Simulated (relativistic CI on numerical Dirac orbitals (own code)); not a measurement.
## Bi X: computed level list

Calculated at this level of theory: Dirac-Coulomb-Breit CI, separate exchange-only KLI orbitals for each configuration, model QED, unscaled Slater integrals (own radial code, finite nucleus).

Configurations in the expansion (outside the closed core [Kr] 4d10 4f14): 5s²5p⁶5d⁶, 5s²5p⁶5d⁵6s, 5s²5p⁶5d⁵5f, 5s²5p⁵5d⁷, 5s²5p⁶5d⁵6p, 5s²5p⁶5d⁵5g, 5s²5p⁶5d⁴6s6p, 5s²5p⁶5d⁴5f6s, 5s²5p⁶5d⁵6d, 5s5p⁶5d⁷, 5s²5p⁶5d⁵7s, 5s²5p⁶5d⁵7p, 5s²5p⁶5d⁵6f, 5s²5p⁵5d⁶5g, 5s²5p⁶5d⁵7d, 5s²5p⁶5d⁵8s, 5s5p⁶5d⁶6s, 5s²5p⁶5d⁴6s², 5s²5p⁶5d³5f6s², 5s²5p⁶5d³6s²6p, 5s²5p⁶5d³5g6s², 5s²5p⁶5d³6s²6d, 5p⁶5d⁸, 5p⁵5d⁹, 5s5p⁶5d⁵6s², 5s5p⁶5d⁴5f6s², 5s5p⁶5d⁴6s²6p, 5s5p⁶5d⁴5g6s², 5s5p⁶5d⁴6s²6d. Double excitations out of closed p, d and f shells are left out; levels of such configurations are missing from the list, as are those of other unlisted configurations, and high levels can miss mixing partners. These lack a partner that the ground configuration has and come out too high: 5s²5p⁵5d⁶5g.

The lowest level is 5s²5p⁶5d⁶ ⁵D4, with 64 % of that term; Hund's rules for 5s²5p⁶5d⁶ give ⁵D with J = 4, in agreement.

```tsv
No.	Configuration	Term	J	E (cm⁻¹)	%	Next component (%)
1	5s²5p⁶5d⁶	⁵D	4	0	64	26 ³F
2	5s²5p⁶5d⁶	³P	2	9611	40	36 ⁵D
3	5s²5p⁶5d⁶	⁵D	3	19016	84	10 ³F
4	5s²5p⁶5d⁶	⁵D	0	21820	55	30 ³P
5	5s²5p⁶5d⁶	⁵D	1	24493	71	22 ³P
6	5s²5p⁶5d⁶	³H	4	29010	25	23 ⁵D
7	5s²5p⁶5d⁶	³G	5	38157	54	46 ³H
8	5s²5p⁶5d⁶	³H	6	38802	77	23 ¹I
9	5s²5p⁶5d⁶	³F	2	44086	43	28 ¹D
10	5s²5p⁶5d⁶	³F	3	45390	39	34 ³G
11	5s²5p⁶5d⁶	³P	2	48712	35	34 ⁵D
12	5s²5p⁶5d⁶	³H	4	58424	37	33 ³G
13	5s²5p⁶5d⁶	¹S	0	58570	53	37 ⁵D
14	5s²5p⁶5d⁶	³D	1	58620	64	26 ³P
15	5s²5p⁶5d⁶	³D	2	60694	55	28 ³P
16	5s²5p⁶5d⁶	³F	4	62239	40	23 ³G
17	5s²5p⁶5d⁶	³P	0	64077	93	7 ¹S
18	5s²5p⁶5d⁶	³D	3	65963	55	33 ³F
19	5s²5p⁶5d⁶	³H	5	66246	54	46 ³G
20	5s²5p⁶5d⁶	¹F	3	70141	57	33 ³F
21	5s²5p⁶5d⁶	³G	3	72620	50	35 ³F
22	5s²5p⁶5d⁶	¹I	6	72965	77	23 ³H
23	5s²5p⁶5d⁶	³P	1	80690	71	28 ³D
24	5s²5p⁶5d⁶	¹D	2	84124	46	28 ³P
25	5s²5p⁶5d⁶	¹G	4	84172	64	25 ³F
26	5s²5p⁶5d⁶	³P	1	92199	80	18 ⁵D
27	5s²5p⁶5d⁶	³F	2	98229	83	8 ³D
28	5s²5p⁶5d⁶	³F	4	99523	72	11 ³G
29	5s²5p⁶5d⁶	¹G	4	114213	72	16 ³F
30	5s²5p⁶5d⁶	³P	2	116595	61	19 ¹D
31	5s²5p⁶5d⁶	³F	3	117948	50	28 ¹F
32	5s²5p⁶5d⁶	³P	0	122000	55	37 ¹S
33	5s²5p⁶5d⁶	¹D	2	130404	93	3 ³D
34	5s²5p⁶5d⁶	¹S	0	165763	88	11 ³P
35	5d⁵(6S)6s	⁷S	3	270475	69	23 ⁵P
36	5d⁵(6S)6s	⁵S	2	292152	30	19 ³P
37	5d⁵(2F)6s	³F	3	301098	17	16 ³D
38	5d⁵(4G)6s	⁵G	2	306820	37	32 ⁵S
39	5d⁵(4G)6s	⁵G	4	313910	47	20 ⁵D
40	5d⁵(4D)6s	⁵D	2	316193	40	30 ⁵P
41	5d⁵(4G)6s	⁵G	6	316738	68	24 ³H
42	5d⁵(4D)6s	⁵D	1	318085	41	36 ⁵P
43	5d⁵(4G)6s	⁵G	5	318402	67	12 ³H
44	5d⁵(4G)6s	⁵G	3	318749	54	11 ³F
45	5d⁵(4D)6s	⁵D	3	325772	31	25 ³G
46	5d⁵(4D)6s	⁵D	4	328611	36	30 ⁵G
47	5d⁵(4G)6s	³G	5	329679	38	26 ³I
48	5d⁵(4P)6s	⁵P	1	330173	30	24 ³D
49	5d⁵(4D)6s	⁵D	0	330529	73	22 ³P
50	5d⁵(4D)6s	³D	2	330532	30	18 ⁵G
51	5d⁵(4G)6s	³G	4	333906	40	27 ³F
52	5d⁵(4G)6s	³G	3	336428	27	20 ⁵P
53	5d⁵(2D)6s	³D	2	340416	31	16 ⁵D
54	5d⁵(4D)6s	³D	3	341931	27	22 ³F
55	5d⁵(4D)6s	⁵D	1	342728	38	32 ³D
56	5d⁵(2F)6s	³F	4	343385	27	23 ⁵D
57	5d⁵(2I)6s	³I	6	344213	58	22 ⁵G
58	5d⁵(2G)6s	³G	5	344677	32	26 ⁵G
59	5d⁵(4F)6s	⁵F	2	347421	39	19 ¹D
60	5d⁵(4D)6s	³D	3	349550	44	17 ³G
61	5d⁵(4D)6s	³D	1	350197	34	26 ⁵F
62	5d⁵(2I)6s	³I	7	351218	100	
63	5d⁵(4G)6s	³G	5	351456	60	34 ³I
64	5d⁵(4P)6s	³P	0	351720	56	25 ⁵D
65	5d⁵(4P)6s	⁵P	2	352110	31	27 ³D
66	5d⁵(4G)6s	³G	4	354821	55	17 ¹G
67	5d⁵(2F)6s	³F	3	355805	25	21 ³G
68	5d⁵(2I)6s	¹I	6	358211	69	25 ³I
69	5d⁵(4D)6s	³D	1	358826	54	25 ³P
70	5d⁵(2F)6s	³F	2	358941	56	20 ³D
```

Energies count from the lowest computed level. Percentages are summed over parent terms; the parents shown are those of the largest component, closed shells are left out there.

The mean weight of the leading LS term, summed over parents, in these 70 levels is 52 %, and that of the leading jj configuration (from the same eigenvectors) 73 %, so jj coupling describes them better and the LS labels are nominal.

At this charge energies of transitions that change n are usually good to better than 1 %, and those within a shell (Δn = 0) to a few per cent. Terms inside the open d or f shell come out 10 to 20 % too wide with unscaled integrals. Levels and lines within the n = 5 or 6 shells can be off by up to 10 % or somewhat more, and those that change n by about 2 %, since core polarisation is missing.

LS names give the leading component of a level, which can be under half, so a name can repeat, a term be missing and a line seem to break the LS rules.
